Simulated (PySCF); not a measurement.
A thermochemical cycle for MgI

CCSD(T) in PySCF with x2c-SVPall on every atom, spin-free X2C, for the lowest determinant that a PBE0 search found; no spin–orbit coupling. MgI, a doublet (σ ↑), has De = 2.04 eV to neutral atoms, and MgI⁺, a singlet (closed shell), has De = 2.18 eV to Mg⁺ + I.

At the same level the Mg atom ionises at 7.47 eV.

Problem. What is the adiabatic ionisation energy of the molecule, and does ionisation strengthen or weaken the bond?

Solution. IE = IE(Mg) + De(neutral) − De(ion) = 7.47 + 2.04 − 2.18 = 7.33 eV. De changes by +0.14 eV, so ionisation strengthens the bond.

Correlated steps freeze 19 core orbitals. Correlated levels converge slowly with the basis: in double zeta they bind strong bonds too weakly, by up to about 1 eV, and carry superposition errors of some tenths. These are scalar-relativistic numbers at best; spin–orbit coupling would shift them, the dissociation energy most. For an ion De counts to the pair picked by the measured ionisation energies or electron affinities, which need not be the lowest pair at this level. Where the molecule has an RHF reference, its open-shell atoms are computed with UHF. States were picked by a PBE0 search and need not be the measured ground states.
